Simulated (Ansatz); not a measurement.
Abridged output of a molecular run in Ansatz:

```
Functional definition: HF
996 factors; integrals over basis functions are off by at most 1.1e-3 eV
mean field evaluation 1: about -142165.7688 eV, gradient 2.9e1 eV
mean field evaluation 2: about -142165.7958 eV, gradient 2.9e1 eV
mean field evaluation 4: about -142167.8202 eV, gradient 2.4e0 eV
mean field evaluation 8: about -142167.8476 eV, gradient 1.3e-1 eV
mean field evaluation 16: about -142167.8069 eV, gradient 4.1e-1 eV
mean field -142167.84773540 eV, -5224.5720394477 hartree, gradient 9.9e-6 eV, S^2 0.000000; 0 other end points of the search recorded, 0 dependent functions left out
20 core orbitals not correlated: weight in the atoms' cores, before any rotation towards them, 1.000 or more for the frozen orbitals, at most 0.000 for the correlated occupied ones
reference -142167.84773540 eV, -5224.5720394477 hartree; 22, 22 occupied and 60, 60 virtual orbitals, 996 factors
second order -19.41932171 eV of doubles, -0.00000000 eV of singles
cycle   1  -19.36717274 eV  change    5.2e-2 eV  update   8.4e-2
cycle   2  -19.75566964 eV  change   -3.9e-1 eV  update   2.3e-2
cycle   3  -19.82034344 eV  change   -6.5e-2 eV  update   1.2e-2
cycle   4  -19.80717223 eV  change    1.3e-2 eV  update   3.2e-3
cycle   5  -19.80913992 eV  change   -2.0e-3 eV  update   1.2e-3
cycle   6  -19.80865547 eV  change    4.8e-4 eV  update   3.4e-4
cycle   7  -19.80845459 eV  change    2.0e-4 eV  update   9.9e-5
cycle   8  -19.80849206 eV  change   -3.7e-5 eV  update   4.6e-5
perturbative correction -0.51127440 eV, -0.0187889878 hartree
Total energy: -142188.16750186 eV, -5225.3187770919 hartree
```

Its atoms:

```xyz
6

N     0.507    0.620    0.224
B    -0.335   -0.409   -0.148
Br   -0.176   -1.202   -1.891
Br   -1.669   -1.052    1.078
H     0.455    1.060    1.127
H     1.217    0.983   -0.389
```

**Question.** Which basis set was used?
A. cc-pV(T+d)Z
B. def2-SVPD
C. def2-SVP
D. def2-TZVPPD

**Answer.** C. It gives 102 functions.

**Question.** Write the keys of the input that set method, charge and spin (a neutral closed shell needs none for the last two).

**Answer.** 
```yaml
correlation: {method: ccsd_t}
```
